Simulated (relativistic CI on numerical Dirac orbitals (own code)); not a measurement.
**Hyperfine structure of La⁺, mass number 138**

Calculated at this level of theory: Dirac-Coulomb-Breit CI, KLI orbitals optimised for each configuration, model QED (radiative potential, 1s self-energy scaled to tabulated hydrogen-like ionisation energies), valence Slater integrals scaled by 0.85, P86 correlation energy added to each configuration (own radial code, finite nucleus).

Configurations in the expansion (outside the closed core [Xe]): 5d², 5d6s, 6s², 4f6s, 5d4f, 5d6p, 6s6p, 4f², 5d5f, 4f6p, 5d7s, 5d5g, 5d6d, 5d7p, 4f5f, 6p². Levels of other configurations are missing.

Nuclear spin I = 5, μ = 3.7084 μN, Q = 0.39 b (tables of Stone and Pyykkö). The electronic factors are computed for point nuclear moments, without core polarisation; leaving it out makes A of s and p electrons in near-neutral atoms 20 to 40 % too small, and it can dominate for d and f shells.

```json
{"Level": "5d² ³F2", "E (eV)": "0.0000", "A (MHz)": "255.9", "B (MHz)": "31.8"}
{"Level": "5d² ³F3", "E (eV)": "0.0852", "A (MHz)": "150.1", "B (MHz)": "40.2"}
{"Level": "5d² ³F4", "E (eV)": "0.1749", "A (MHz)": "112.4", "B (MHz)": "57.9"}
{"Level": "5d² ¹D2", "E (eV)": "0.1933", "A (MHz)": "388.3", "B (MHz)": "14.6"}
{"Level": "5d6s ³D1", "E (eV)": "0.3848", "A (MHz)": "-984", "B (MHz)": "48"}
{"Level": "5d6s ³D2", "E (eV)": "0.4401", "A (MHz)": "475", "B (MHz)": "63.3"}
{"Level": "5d6s ³D3", "E (eV)": "0.5135", "A (MHz)": "983.5", "B (MHz)": "122"}
{"Level": "5d² ³P1", "E (eV)": "0.6995", "A (MHz)": "-13.68", "B (MHz)": "40.2"}
```

Levels with J = 0, under 50 % of one LS term, or S terms without an open s electron are left out. Small factors come from cancelling terms and can be off by tens of per cent or more.

Correlation outside the listed configurations is missing or only estimated: errors of thousands of cm⁻¹ between configurations and terms are usual at this charge. Rates and lifetimes follow the computed energies and can be off by large factors. The fine structure of a lone outer electron comes out too small, for d and f at times inverted, and misplaced configurations move strength between like terms. 35 of the 50 excited levels that our extract of the measured tables holds in this range could be paired (the sources list more); they are missed by 3964 cm⁻¹ on average and 9587 at most, and levels without a partner can miss by more. Some levels of the ground configuration have no partner and can miss by 10 % or more.

Give the hyperfine levels of 5d² ³F2 relative to its centre of gravity.

With K = F(F + 1) − I(I + 1) − J(J + 1), E = AK/2 + B[¾K(K + 1) − I(I + 1)J(J + 1)]/[2I(2I − 1)J(2J − 1)]: F = 3: -3057, F = 4: -2047, F = 5: -777.1, F = 6: 759.1, F = 7: 2567 MHz.

LS names give the leading component of a level, which can be under half, so a name can repeat, a term be missing and a line seem to break the LS rules.
